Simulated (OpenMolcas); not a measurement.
**Te2+: from CASSCF to CASPT2**

```yaml
Program: OpenMolcas 26.06
Basis: ANO-RCC-VTZP [7s6p4d2f1g]
Scalar_Hamiltonian: DKH2, point nucleus
Active_space: 2 electrons in 3 orbitals (5p)
State_averaging: 2S+1 = 3 even, 3 roots; 2S+1 = 1 even, 6 roots
Spin-orbit_coupling: state interaction with AMFI integrals over the reference wave functions, term energies averaged over their components
```

Methods on the same reference wave functions:
A. CASSCF
B. SS-CASPT2, IPEA 0.25 Eh, imaginary shift 0.1 Eh (closed shells correlated: 4d 5s)
C. XMS-CASPT2, IPEA 0.25 Eh, imaginary shift 0.1 Eh (closed shells correlated: 4d 5s)

Energies in cm-1 above 5s2 5p2 3P0, the measured ground level; measured values from the list in Zhang, Palmeri, Quinet and Biemont, Astron. Astrophys. 551, A136 (2013).

```
      Level      A      B      C  Measured
5s2 5p2 3P0    0.0    0.0    0.0       0.0
5s2 5p2 3P1   3867   4130   4140      4757
5s2 5p2 3P2   7524   7410   7360      8167
5s2 5p2 1D2  18356  16370  16130     17360
5s2 5p2 1S0  34645  29680  29570     30398
```

Deviations, from unrounded energies. A percentage is the sum of absolute deviations over the sum of measured energies, with the sign that they share, or ± where signs differ.

```
                        Against measurement  Levels      A      B      C
             mean absolute deviation (cm-1)       4   1700    770    870
      fine structure of the ground term (%)       2  -11.9  -10.7  -11.0
other terms of the ground configuration (%)       2  +11.0   -3.6   -4.3
```

B lies closest to measurement on these levels and A furthest from it. The largest miss of B in the table is 5s2 5p2 1D2, by -990 cm-1. The ranking rests on the paired levels alone, and a cruder setting can come out closer through cancelling errors.

Between B and C the level of the table that moves most is 5s2 5p2 1D2, by 240 cm-1 (lowest in C, highest in B). Moves below CASPT2's spread within the term are not significant.

The mean deviations of B to C differ by less than CASPT2's widest spread within a term (650 cm-1), so their order carries little weight.

From A to B the spin-free energies of the other terms of 5s2 5p2 shown, above 3P, scale by factors of 0.76 to 0.80.

The lowest spin-free term lies below A's lowest term by 0.488 hartree in B, 0.493 hartree in C.

Term energies are means over components that CASPT2 splits; among the terms shown or strongly mixed into the levels shown the widest spread is 650 cm-1 (5s2 5p2 1D, C). With the s shell closed, the reference lacks s² → p² mixing. Measured partners are found by configuration, term and J. A level has none where our copy of the source lacks it or the pairing is in doubt (some pairs that miss far off the trend of their configuration count as doubtful), and it then counts in no deviation. Levels of configurations outside the active space are missing.
